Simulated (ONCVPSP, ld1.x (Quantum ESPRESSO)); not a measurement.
Potentials for sulfur compared

Generated with ld1.x 7.5 (TM, RRKJ, ultrasoft, PAW), atompaw 4.2 or ONCVPSP 4.0.1. The cutoff is in Ry: for ld1.x and atompaw files where the sum of valence levels is converged to 10 mRy in a Bessel basis, for ONCV files where the hardest occupied wave has 1 mHa per electron of residual kinetic energy. The error is the largest all-electron minus pseudo excitation energy over each file’s own four to seven test configurations (ionisations up to +4, promotions, holes and added fractions of an electron), all of which were solved. The labels leave out finer settings (local radius, basis sizes, second energies), which also bear on the numbers. Spin-polarised tests are not counted. The rows are a selection from randomly drawn settings: files with unsolved tests, undetermined cutoffs or missed reference levels are left out.

```tsv
potential	cutoff (Ry)	largest error (meV)	bound ghosts
ONCV, PBE, scalar-relativistic, rc 1.35/1.40 (sp), local smoothed, core correction no, reference 3s2 3p4, qcut 4.5/6.4, projectors 2/2	43	+35	none
ONCV, BLYP, non-relativistic, rc 0.96/1.14 (sp), local smoothed, core correction yes, reference 2s2 2p6 3s1.75 3p4.25, qcut 13/16.8, projectors 3/2	176	+1780	none
ONCV, BLYP, scalar-relativistic, rc 1.40/1.15 (sp), local smoothed, core correction yes, reference 3s2 3p3, qcut 5.7/6, projectors 2/1	91	-53	none
RRKJ, PBEsol, fully relativistic, rc 1.20/1.70/1.55 (spd), local s, core correction yes, reference 3s2 3p3	50	+200	none
TM, LDA (PZ), scalar-relativistic, rc 1.40/1.20/1.15 (spd), local smoothed, core correction yes, reference 3s2 3p4	70	+86	none
```

Q: Fill in the row for S: ONCV, LDA (Perdew-Wang 92), scalar-relativistic, rc 1.40/1.35 (sp), local smoothed, core correction no, reference 3s2 3p4, qcut 4.1/7.4, projectors 2/2.

A: cutoff 80 Ry, largest error +105 meV, bound ghosts: none.
